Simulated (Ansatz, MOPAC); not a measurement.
System: C3H8BO, charge 0, multiplicity 2. SMILES: [CH2]OB(C)C

Atoms: C1, O2, B3, C4, C5, H6, H7, H8, H9, H10, H11, H12, H13. Bonds: C1-O2, C1-H6, C1-H7, O2-B3, B3-C4, B3-C5, C4-H8, C4-H9, C4-H10, C5-H11, C5-H12, C5-H13.

Bond lengths (Å) and angles (degrees) optimised at AM1 with MOPAC; PM3 with MOPAC; PM6 with MOPAC; HF/6-31G* with Ansatz (a program for electronic structure); B3LYP/6-31G* with Ansatz; MP2/6-31G* with Ansatz, each started from the B3LYP-D3(BJ)/def2-TZVP structure (Ansatz) of the last column. A row stands for all coordinates that are equal there; 13 of 23 kinds are shown. 6-31G* holds six Cartesian d functions. At HF/6-31G* the structure is a saddle point. At B3LYP/6-31G* the structure is a saddle point. No wavenumbers were computed at MP2/6-31G*, so these may be saddle points.

```json
[
 {"coordinate": "C1-O2", "AM1": "1.360", "PM3": "1.339", "PM6": "1.338", "HF/6-31G*": "1.353", "B3LYP/6-31G*": "1.353", "MP2/6-31G*": "1.367", "B3LYP-D3(BJ)/def2-TZVP": "1.349"},
 {"coordinate": "C1-H6", "AM1": "1.087", "PM3": "1.084", "PM6": "1.063", "HF/6-31G*": "1.070", "B3LYP/6-31G*": "1.083", "MP2/6-31G*": "1.079", "B3LYP-D3(BJ)/def2-TZVP": "1.079"},
 {"coordinate": "C1-H7", "AM1": "1.090", "PM3": "1.081", "PM6": "1.068", "HF/6-31G*": "1.069", "B3LYP/6-31G*": "1.081", "MP2/6-31G*": "1.077", "B3LYP-D3(BJ)/def2-TZVP": "1.077"},
 {"coordinate": "O2-B3", "AM1": "1.377", "PM3": "1.391", "PM6": "1.404", "HF/6-31G*": "1.362", "B3LYP/6-31G*": "1.382", "MP2/6-31G*": "1.383", "B3LYP-D3(BJ)/def2-TZVP": "1.381"},
 {"coordinate": "B3-C4", "AM1": "1.542", "PM3": "1.540", "PM6": "1.573", "HF/6-31G*": "1.584", "B3LYP/6-31G*": "1.576", "MP2/6-31G*": "1.574", "B3LYP-D3(BJ)/def2-TZVP": "1.567"},
 {"coordinate": "B3-C5", "AM1": "1.541", "PM3": "1.540", "PM6": "1.575", "HF/6-31G*": "1.593", "B3LYP/6-31G*": "1.584", "MP2/6-31G*": "1.581", "B3LYP-D3(BJ)/def2-TZVP": "1.574"},
 {"coordinate": "C4-H8", "AM1": "1.109", "PM3": "1.097", "PM6": "1.090", "HF/6-31G*": "1.085", "B3LYP/6-31G*": "1.095", "MP2/6-31G*": "1.092", "B3LYP-D3(BJ)/def2-TZVP": "1.090"},
 {"coordinate": "C4-H9", "AM1": "1.110", "PM3": "1.099", "PM6": "1.091", "HF/6-31G*": "1.089", "B3LYP/6-31G*": "1.100", "MP2/6-31G*": "1.096", "B3LYP-D3(BJ)/def2-TZVP": "1.096"},
 {"coordinate": "C1-O2-B3", "AM1": "120.2", "PM3": "123.5", "PM6": "122.4", "HF/6-31G*": "126.1", "B3LYP/6-31G*": "125.9", "MP2/6-31G*": "123.9", "B3LYP-D3(BJ)/def2-TZVP": "125.7"},
 {"coordinate": "O2-B3-C4", "AM1": "113.4", "PM3": "112.9", "PM6": "111.6", "HF/6-31G*": "116.4", "B3LYP/6-31G*": "115.7", "MP2/6-31G*": "115.5", "B3LYP-D3(BJ)/def2-TZVP": "116.0"},
 {"coordinate": "O2-B3-C5", "AM1": "123.4", "PM3": "124.5", "PM6": "123.8", "HF/6-31G*": "121.5", "B3LYP/6-31G*": "120.9", "MP2/6-31G*": "121.4", "B3LYP-D3(BJ)/def2-TZVP": "120.7"},
 {"coordinate": "C4-B3-C5", "AM1": "123.2", "PM3": "122.7", "PM6": "124.6", "HF/6-31G*": "122.1", "B3LYP/6-31G*": "123.4", "MP2/6-31G*": "123.1", "B3LYP-D3(BJ)/def2-TZVP": "123.3"},
 {"coordinate": "O2-C1-H6", "AM1": "121.6", "PM3": "122.5", "PM6": "122.3", "HF/6-31G*": "120.4", "B3LYP/6-31G*": "120.6", "MP2/6-31G*": "120.5", "B3LYP-D3(BJ)/def2-TZVP": "120.4"}
]
```

Mean signed difference of all 12 bond lengths from B3LYP-D3(BJ)/def2-TZVP: AM1 0.005 Å, PM3 -0.002 Å, PM6 -0.002 Å, HF/6-31G* -0.003 Å, B3LYP/6-31G* 0.005 Å, MP2/6-31G* 0.003 Å.
